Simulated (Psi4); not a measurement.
C2H3O, charge -1, singlet, at a GFN2-xTB geometry (a gas-phase anion, which may not be bound at this level); B3LYP/3-21G in Psi4.

Here is a job for Psi4.
```
memory 2 GB

molecule {
-1 1
  C     0.12758253    0.83909514   -0.40587053
  O     0.01305692   -0.00449006    0.83668314
  C     0.01266963   -0.63253186   -0.40519283
  H    -0.93552180    1.24899715   -0.58229583
  H    -0.91341079   -1.19766682   -0.63989719
  H     0.90296421   -1.25478943   -0.60489199
}

set basis 3-21g
set e_convergence 1e-4

energy('b3lyp')
print_variables()
```

It wrote (shortened):

```
   => Loading Basis Set <=

    Name: 3-21G
    Role: ORBITAL
    Keyword: BASIS

         ---------------------------------------------------------
                                   SCF
               by Justin Turney, Rob Parrish, Andy Simmonett
                          and Daniel G. A. Smith
                              RKS Reference
         ---------------------------------------------------------

  ==> Geometry <==

    Molecular point group: c1
    Full point group: C1

    Geometry (in Angstrom), charge = -1, multiplicity = 1:

       Center              X                  Y                   Z               Mass
    ------------   -----------------  -----------------  -----------------  -----------------
         C            0.105766287372     0.811338056685    -0.447911458793    12.000000000000
         O           -0.008759322628    -0.032247143315     0.794642211207    15.994914619570
         C           -0.009146612628    -0.660288943315    -0.447233758793    12.000000000000
         H           -0.957338042628     1.221240066685    -0.624336758793     1.007825032230
         H           -0.935227032628    -1.225423903315    -0.681938118793     1.007825032230
         H            0.881147967372    -1.282546513315    -0.646932918793     1.007825032230

  Running in c1 symmetry.

  Rotational constants: A =      0.89404  B =      0.81811  C =      0.49562 [cm^-1]
  Rotational constants: A =  26802.73778  B =  24526.39214  C =  14858.23608 [MHz]
  Nuclear repulsion =   67.501185265127916

  Charge       = -1
  Multiplicity = 1
  Electrons    = 24
  Nalpha       = 12
  Nbeta        = 12

  ==> Algorithm <==

  SCF Algorithm Type is DF.
  DIIS enabled.
  MOM disabled.
  Fractional occupation disabled.
  Guess Type is SAD.
  Energy threshold   = 1.00e-04
  Density threshold  = 1.00e-06
  Integral threshold = 1.00e-12

  ==> Primary Basis <==

  Basis Set: 3-21G
    Blend: 3-21G
    Number of shells: 21
    Number of basis functions: 33
    Number of Cartesian functions: 33
    Spherical Harmonics?: false
    Max angular momentum: 1

  ==> DFT Potential <==

   => LibXC <=

    Version 7.1.2
    S. Lehtola, C. Steigemann, M. J. T. Oliveira, and M. A. L. Marques,  SoftwareX 7, 1–5 (2018) (10.1016/j.softx.2017.11.002)

   => Composite Functional: B3LYP <=

    B3LYP Hyb-GGA Exchange-Correlation Functional

    P. J. Stephens, F. J. Devlin, C. F. Chabalowski, and M. J. Frisch,  J. Phys. Chem. 98, 11623 (1994) (10.1021/j100096a001)

    Deriv               =              1
    GGA                 =           TRUE
    Meta                =          FALSE

    Exchange Hybrid     =           TRUE
    MP2 Hybrid          =          FALSE

   => Exchange Functionals <=

    0.0800   Slater exchange
    0.7200         Becke 88

   => Exact (HF) Exchange <=

    0.2000               HF

   => Correlation Functionals <=

    0.1900   Vosko, Wilk & Nusair (VWN5_RPA)
    0.8100   Lee, Yang & Parr

   => LibXC Density Thresholds  <==

    XC_HYB_GGA_XC_B3LYP:  1.00E-15

   => Molecular Quadrature <=

    Radial Scheme          =       TREUTLER
    Pruning Scheme         =           NONE
    Nuclear Scheme         =       TREUTLER

    Blocking Scheme        =         OCTREE
    BS radius alpha        =              1
    Pruning alpha          =              1
    Radial Points          =             75
    Spherical Points       =            302
    Total Points           =         128679
    Total Blocks           =           1048
    Max Points             =            255
    Max Functions          =             33
    Weights Tolerance      =       1.00E-15

   => Loading Basis Set <=

    Name: (3-21G AUX)
    Role: JKFIT
    Keyword: DF_BASIS_SCF

  ==> Integral Setup <==

  SCF_SUBTYPE=INCORE selected. In-core MEM_DF algorithm will be used.
  Using in-core AOs.

  ==> MemDFJK: Density-Fitted J/K Matrices <==

    J tasked:                   Yes
    K tasked:                   Yes
    wK tasked:                   No
    Algorithm:                 Core
    Schwarz Cutoff:           1E-12
    Mask sparsity (%):       0.1837
    Fitting Condition:        1E-10

   => Auxiliary Basis Set <=

  Basis Set: (3-21G AUX)
    Blend: DEF2-UNIVERSAL-JKFIT
    Number of shells: 93
    Number of basis functions: 331
    Number of Cartesian functions: 331
    Spherical Harmonics?: false
    Max angular momentum: 4

  Minimum eigenvalue in the overlap matrix is 1.6728501677E-02.
  Reciprocal condition number of the overlap matrix is 4.0848917318E-03.
    Using symmetric orthogonalization.

  ==> Pre-Iterations <==

  SCF Guess: Superposition of Atomic Densities via on-the-fly atomic UHF (no occupation information).

   -------------------------
    Irrep   Nso     Nmo
   -------------------------
     A         33      33
   -------------------------
    Total      33      33
   -------------------------

  ==> Iterations <==

                           Total Energy        Delta E     RMS |[F,P]|

   @DF-RKS iter SAD:  -151.84299413374060   -1.51843e+02   0.00000e+00
   @DF-RKS iter   1:  -152.04474176840893   -2.01748e-01   1.77871e-02 DIIS/ADIIS
   @DF-RKS iter   2:  -152.03816090132119    6.58087e-03   1.82675e-02 DIIS/ADIIS
   @DF-RKS iter   3:  -152.22231844133242   -1.84158e-01   2.56808e-03 DIIS/ADIIS
   @DF-RKS iter   4:  -152.22460056185142   -2.28212e-03   1.31058e-03 DIIS/ADIIS
   @DF-RKS iter   5:  -152.22530533285391   -7.04771e-04   1.43229e-04 DIIS/ADIIS
   @DF-RKS iter   6:  -152.22531613855918   -1.08057e-05   6.48467e-05 DIIS
   @DF-RKS iter   7:  -152.22531844904222   -2.31048e-06   7.93475e-06 DIIS
   @DF-RKS iter   8:  -152.22531849301242   -4.39702e-08   6.44597e-07 DIIS
  Energy and wave function converged.

  ==> Post-Iterations <==

   Electrons on quadrature grid:
      Ntotal   =   24.0000023399 ; deviation = 2.340e-06

    Orbital Energies [Eh]
    ---------------------

    Doubly Occupied:

       1A    -18.756330     2A     -9.914327     3A     -9.833272
       4A     -0.798797     5A     -0.394698     6A     -0.330639
       7A     -0.228023     8A     -0.167202     9A     -0.096419
      10A     -0.023887    11A     -0.004937    12A      0.117135

    Virtual:

      13A      0.349731    14A      0.388106    15A      0.407585
      16A      0.412623    17A      0.441469    18A      0.580318
      19A      0.932890    20A      0.980107    21A      1.009671
      22A      1.036044    23A      1.055378    24A      1.131849
      25A      1.206918    26A      1.261276    27A      1.311943
      28A      1.635099    29A      1.797903    30A      1.855291
      31A      2.001588    32A      2.228906    33A      3.233994

    Final Occupation by Irrep:
              A
    DOCC [    12 ]
    NA   [    12 ]
    NB   [    12 ]

  @DF-RKS Final Energy:  -152.22531849301242

   => Energetics <=

    Nuclear Repulsion Energy =             67.5011852651279156
    One-Electron Energy =                -346.5204836151703489
    Two-Electron Energy =                 143.5911859644833726
    DFT Exchange-Correlation Energy =     -16.7972061074533556
    Empirical Dispersion Energy =           0.0000000000000000
    VV10 Nonlocal Energy =                  0.0000000000000000
    Total Energy =                       -152.2253184930124235

Computation Completed

Properties will be evaluated at   0.000000,   0.000000,   0.000000 [a0]

Properties computed using the SCF density matrix

 Multipole Moments:

 ------------------------------------------------------------------------------------
     Multipole            Electronic (a.u.)      Nuclear  (a.u.)        Total (a.u.)
 ------------------------------------------------------------------------------------

 L = 1.  Multiply by 2.5417464519 to convert [e a0] to [Debye]
 Dipole X            :          0.5183850           -0.9482148           -0.4298298
 Dipole Y            :          0.1566976           -1.2064254           -1.0497278
 Dipole Z            :          1.9297222           -1.8272544            0.1024677
 Magnitude           :                                                    1.1389388

 ------------------------------------------------------------------------------------

  Variable Map:
  ----------------------------------------------------------------------------
  "CURRENT ENERGY"              =>    -152.225318493012
  "CURRENT REFERENCE ENERGY"    =>    -152.225318493012
  "DD SOLVATION ENERGY"         =>       0.000000000000
  "DFT FUNCTIONAL TOTAL ENERGY" =>    -152.225318493012
  "DFT TOTAL ENERGY"            =>    -152.225318493012
  "DFT VV10 ENERGY"             =>       0.000000000000
  "DFT XC ENERGY"               =>     -16.797206107453
  "GRID ELECTRONS ALPHA"        =>      12.000001169973
  "GRID ELECTRONS BETA"         =>      12.000001169973
  "GRID ELECTRONS TOTAL"        =>      24.000002339946
  "NUCLEAR REPULSION ENERGY"    =>      67.501185265128
  "ONE-ELECTRON ENERGY"         =>    -346.520483615170
  "PCM POLARIZATION ENERGY"     =>       0.000000000000
  "PE ENERGY"                   =>       0.000000000000
  "SCF ITERATION ENERGY"        =>    -152.225318493012
  "SCF ITERATIONS"              =>       8.000000000000
  "SCF TOTAL ENERGY"            =>    -152.225318493012
  "TWO-ELECTRON ENERGY"         =>     143.591185964483
  "XC GRID RADIAL POINTS"       =>      75.000000000000
  "XC GRID SPHERICAL POINTS"    =>     302.000000000000
  "XC GRID TOTAL POINTS"        =>  128679.000000000000

  Array Variable Map:
  ----------------------------------------------------------------------------
  "CURRENT DIPOLE"              =>      -0.429829798558 ... 0.102467738107 1 by 3
  "SCF DIPOLE"                  =>      -0.429829798558 ... 0.102467738107 1 by 3
  "SCF TOTAL ENERGIES"          =>    -151.842994133741 ... -152.225318493012 1 by 9
```
